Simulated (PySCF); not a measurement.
This PySCF input asks for the NMR shieldings of `C1[Si@@H](CCl)[SiH2]CC1`, C$_{4}$H$_{11}$ClSi$_{2}$; the geometry comes from GFN2-xTB.

```python
import basis_set_exchange as bse
import numpy as np
from pyscf import gto, dft
from pyscf.prop import nmr

atoms = """
Cl    2.227741   -1.588121   -1.382412
C     2.630191   -0.364667   -0.148005
Si    1.035497    0.579747    0.348809
C    -0.182594   -0.625052    1.203281
C    -1.609021   -0.186815    0.865793
C    -1.806549   -0.034649   -0.643919
Si   -0.444254    1.110728   -1.351569
H     3.090210   -0.897949    0.679847
H     3.376391    0.289472   -0.590384
H     1.502426    1.598582    1.309398
H    -0.058343   -0.664221    2.285565
H    -0.027442   -1.639661    0.830511
H    -1.814285    0.769763    1.355083
H    -2.324026   -0.913769    1.262749
H    -1.735129   -1.020006   -1.108097
H    -2.812233    0.332510   -0.848270
H    -0.144665    0.756743   -2.741115
H    -0.912673    2.503683   -1.338921
"""
names = dict.fromkeys(["Cl", "C", "Si", "H"], "pcSseg-1")
basis = {el: gto.basis.parse(bse.get_basis(n, elements=[el], fmt="nwchem")) for el, n in names.items()}
mol = gto.M(atom=atoms, basis=basis, charge=0, verbose=0)
mf = dft.RKS(mol, xc="PBE0")
mf.grids.level = 2
mf.grids.alignment = dft.numint.BLKSIZE   # the property module wants whole blocks of grid points
mf.conv_tol = 1e-9
mf.kernel()

calc = nmr.RKS(mf)   # GIAO
C = mf.mo_coeff
Co = C[:, mf.mo_occ > 0]
resp = mf.gen_response(singlet=True, hermi=2)
def vind(x):   # induced exchange potential for any number of trial vectors
    d = np.einsum("pi,xij,qj->xpq", C, 2 * x.reshape(-1, C.shape[1], Co.shape[1]), Co, optimize=True)
    return np.einsum("xpq,pi,qj->xij", resp(d - d.transpose(0, 2, 1)), C, Co, optimize=True).ravel()
mo1, _ = nmr.rhf.solve_mo1(calc, with_cphf=vind)
sigma = calc.kernel(mo1)
for i, s in enumerate(sigma):   # ppm
    w = np.linalg.eigvalsh((s + s.T) / 2)
    print("%2d %-2s iso %8.1f  s11 %8.1f  s22 %8.1f  s33 %8.1f" % (i, mol.atom_pure_symbol(i), w.mean(), *w))
```

**Question.** Give the expected output.

**Answer.** 
```
 0 Cl iso    924.5  s11    810.1  s22    869.7  s33   1093.6
 1 C  iso    155.5  s11    132.5  s22    142.4  s33    191.7
 2 Si iso    375.2  s11    322.8  s22    393.6  s33    409.0
 3 C  iso    171.1  s11    151.1  s22    168.9  s33    193.4
 4 C  iso    158.9  s11    140.8  s22    163.5  s33    172.6
 5 C  iso    172.4  s11    156.7  s22    168.1  s33    192.4
 6 Si iso    425.8  s11    395.1  s22    403.9  s33    478.3
 7 H  iso     28.6  s11     23.1  s22     27.1  s33     35.6
 8 H  iso     28.7  s11     22.8  s22     27.3  s33     35.9
 9 H  iso     27.3  s11     23.4  s22     24.9  s33     33.5
10 H  iso     30.3  s11     24.6  s22     28.1  s33     38.1
11 H  iso     30.8  s11     25.9  s22     29.7  s33     36.7
12 H  iso     30.7  s11     25.8  s22     28.5  s33     37.7
13 H  iso     29.2  s11     23.0  s22     27.5  s33     37.2
14 H  iso     30.9  s11     27.1  s22     28.1  s33     37.6
15 H  iso     30.3  s11     24.5  s22     27.6  s33     38.6
16 H  iso     27.7  s11     24.1  s22     25.7  s33     33.2
17 H  iso     28.1  s11     24.1  s22     25.3  s33     34.8
```

These numbers come from an equivalent density-fitted implementation of the same equations, which agrees with the script to about 0.01 ppm for H and up to a few tenths of a ppm for heavy atoms, so last digits may differ.

**Question.** Turn these shieldings into chemical shifts. Referencing at the same level of theory: 35Cl (949.78 ppm) vs HCl; 13C (186.93 ppm) and 29Si (349.16 ppm) and 1H (31.72 ppm) vs TMS.

**Answer.** Averaging equivalent atoms: Cl 0: 25; C 1: 31.4; C 4: 28.0; C 3: 15.8; C 5: 14.5; Si 2: -26.0; Si 6: -76.6; H 9: 4.46; H 16: 4.03; H 17: 3.66; H 7: 3.11; H 8: 3.03; H 13: 2.48; H 15: 1.46; H 10: 1.46; H 12: 1.03; H 11: 0.95; H 14: 0.80 ppm. 

Size and cost of the density-fitted run: 195 basis functions, 120 s wall time on 1 thread of an Intel Xeon, shared host; peak memory 0.88 GiB.
